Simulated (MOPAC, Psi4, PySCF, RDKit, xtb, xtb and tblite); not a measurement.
Two geometries of SMILES C#CC[SiH2]C(=O)OC, relaxed at GFN2-xTB with one dihedral held; other torsions can differ between them too.

Structure A

```
16

C      4.1735     0.6643    -0.6249
C      3.1606     0.1943    -0.1936
C      1.9342    -0.3675     0.3220
Si     0.3774     0.4195    -0.4689
C     -0.3139    -0.8746    -1.7082
O     -0.1416    -2.0686    -1.6569
O     -1.0545    -0.2808    -2.6490
C     -1.6590    -1.1244    -3.6252
H      5.0686     1.0672    -0.9938
H      1.9239    -0.2290     1.4056
H      1.9317    -1.4438     0.1271
H     -0.6589     0.6245     0.5504
H      0.6491     1.6538    -1.2010
H     -2.3345    -1.8332    -3.1422
H     -2.2059    -0.4715    -4.3001
H     -0.8916    -1.6825    -4.1651
```

Structure B

```
16

C     -3.9346     1.0992    -0.6120
C     -3.0315     0.4436    -0.1786
C     -1.9282    -0.3320     0.3372
Si    -0.2569     0.2226    -0.4174
C      0.1896     1.8808     0.4352
O      0.3846     2.0314     1.6168
O      0.2505     2.8790    -0.4517
C      0.5453     4.1773     0.0534
H     -4.7397     1.6597    -0.9825
H     -1.8945    -0.2208     1.4243
H     -2.1099    -1.3866     0.1181
H     -0.3421     0.4549    -1.8568
H      0.7684    -0.7599    -0.0528
H     -0.2615     4.5169     0.7058
H      0.6395     4.8304    -0.8101
H      1.4748     4.1549     0.6256
```

### Question
Which is lower in energy at the level Psi4 1.11 with PBE0-D3(BJ)/def2-SVP // GFN2-xTB, and by how much?

### Answer
B is lower, by 0.40 kcal/mol (dihedral C2–C3–Si4–C5: 105° in A, 75° in B).

E(B) − E(A) in kcal/mol at the other levels, on the same two geometries: GFN2-xTB (xtb and tblite) -0.58; MMFF94 // GFN2-xTB (RDKit) -1.27; PBE0/def2-SVP // GFN2-xTB (Psi4) -0.25; PBE/def2-SVP // GFN2-xTB (Psi4) -0.26; PBE-D3(BJ)/def2-SVP // GFN2-xTB (Psi4) -0.39; UFF // GFN2-xTB (RDKit) -2.01; AM1, restricted, heats of formation // GFN2-xTB (MOPAC) 0.31; PM6, restricted, heats of formation // GFN2-xTB (MOPAC) 0.01; GFN1-xTB // GFN2-xTB (xtb) -0.73; restricted B3LYP/6-31G*, spherical d, density fitting // GFN2-xTB (PySCF) -0.26.
